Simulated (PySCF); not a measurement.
Species: C3H3NSSi.
InChI=1S/C3H3NSSi/c4-1-3(6)2-5/h6H3

The calculation used PBE0-D3(BJ)/def2-SVP geometry optimisation, gas phase (PySCF 2.14.0).

Masses are those of the commonest isotopes; rigid-rotor values at the optimised geometry. 

Problem. What are A, B and C (MHz)?

Solution. Ia = 175.57, Ib = 329.57, Ic = 499.12 u·Å²; 505379 MHz·u·Å²/I gives A = 2879, B = 1533, C = 1013 MHz.

Problem. Classify the top.

Solution. An asymmetric top: κ = (2 × 1533 − 2879 − 1013)/(2879 − 1013) = -0.44.

Problem. Is it planar, by Δ = Ic − Ia − Ib?

Solution. Not planar: Δ = Ic − Ia − Ib = -6.02 u·Å². For a rigid frame Δ = −2 Σ m c², so Σ m c² = 3.01 u·Å² lies off the ab plane, practically all of it from hydrogen. The atom farthest from that plane is 1.22 Å away.

Problem. Which lines would a microwave search look for?

Solution. The dipole components are |μa| = 2.24 D, |μb| = 3.30 D, |μc| = 0.00 D; the mirror of this Cs structure is the ab plane, so μc vanishes by symmetry and there are no c-type lines. Intensities carry the squares of the components, which stand as 0.46 : 1.00 (a : b). Some of the stronger lines:

```tsv
type	branch	J(Ka,Kc)	MHz	lower level (cm⁻¹)
a	Q	4(2,2) ← 4(2,3)	1544	1.060
b	Q	1(1,0) ← 1(0,1)	1866	0.085
a	R	2(1,2) ← 1(1,1)	4571	0.130
a	R	2(0,2) ← 1(0,1)	4968	0.085
b	Q	3(2,2) ← 3(1,3)	6450	0.509
b	Q	4(3,1) ← 4(2,2)	6984	1.112
b	Q	4(2,3) ← 4(1,4)	7595	0.807
a	R	4(3,1) ← 3(3,0)	10496	0.995
a	R	5(1,4) ← 4(1,3)	13293	0.976
b	R	5(3,3) ← 4(2,2)	19850	1.112
b	R	5(3,2) ← 4(2,3)	21876	1.060
b	R	5(5,1) ← 4(4,0)	27199	1.709
b	R	5(5,0) ← 4(4,1)	27201	1.709
```

Problem. Estimate the classical rotational partition function at 10 K, 25 K and 298.15 K.

Solution. Point group Cs, symmetry number σ = 1; q = (√π/σ)·√((kT/h)³/(ABC)), k/h = 20836.6 MHz/K: 2520 at 10 K, 9970 at 25 K, 411000 at 298.15 K.

No frequency check. Constants of a rigid frame at the computed geometry: no zero-point averaging, no centrifugal distortion. A rigid rotor knows nothing of internal rotation, which can split or shift real lines. Quadrupole hyperfine structure (14N) is left out.

The run took 30 s on one thread, Arm Neoverse V2 (aarch64), shared host with 96 logical CPUs at a one-minute load of 77, and the process peaked at 0.44 GiB of memory. That covers the optimisation of the geometry.
